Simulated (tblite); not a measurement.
C₄H₄N₂O₃ (charge +1 and doublet state).
SMILES with atom numbers: `[CH3:1][O:2][c:3]1[n:4][o:5][c:6]([CH:7]=[O+:8])[n:9]1` (hydrogens: H10, H11, H12 on C1; H13 on C7)

Structure optimised with GFN2-xTB, isolated species. This method treats the open shell by occupation alone, without spin polarisation.

Task: List the bond lengths, angles and torsions at this level.

Result: 
```csv
bond,length (bohr)
C1–O2,2.651
O2–C3,2.432
C3–N4,2.538
N4–O5,2.485
O5–C6,2.535
C6–C7,2.800
C7=O8,2.233
C6–N9,2.469
C3–N9,2.566
"C1–H10, C1–H11, C1–H12",2.073
C7–H13,2.107
```

Bonds in one row agree within 0.02 bohr and their mean is given. A selection of angles:
```csv
angle,degrees
C1–O2–C3,121.3
O2–C3–N4,126.5
O2–C3–N9,123.0
N4–C3–N9,110.5
C3–N4–O5,106.6
N4–O5–C6,107.2
O5–C6–C7,123.3
O5–C6–N9,111.9
C7–C6–N9,124.8
C6–C7–O8,126.3
C3–N9–C6,103.7
```

Torsions: C1–O2–C3–N4 0° (synperiplanar); O5–C6–C7–O8 1° (synperiplanar).

The 4 C–O bonds span 1.181 Å (C7=O8, drawn double) to 1.403 Å (C1–O2, drawn single), a spread of 0.222 Å. N4 (nitrogen bonded to C and O) is bent (angle 106.6°). N9 (nitrogen bonded to 2 C) is bent (angle 103.7°). The 9 heavy atoms lie in one plane (0.005 Å rms). O5 (oxygen bonded to C and N) is bent (angle 107.2°). C6 (carbon bonded to C, N and O) is planar (angles 124.8°, 123.3° and 111.9°, sum 360.0°, 0.00 Å off the plane of its three neighbours). Of the pairs four or more bonds apart, N4···H12 is among the closest relative to their van der Waals radii: 2.40 Å, 87 % of the sum of Bondi's values.

Its GFN2-xTB frequencies are all real (lowest 72 cm⁻¹). 3 starts were optimised and ended at 0.00, 0.97 and 1.33 kcal/mol (GFN2-xTB); the lowest of these is shown.

One conformer stands for the species.

The numbers are calculated, not measured.
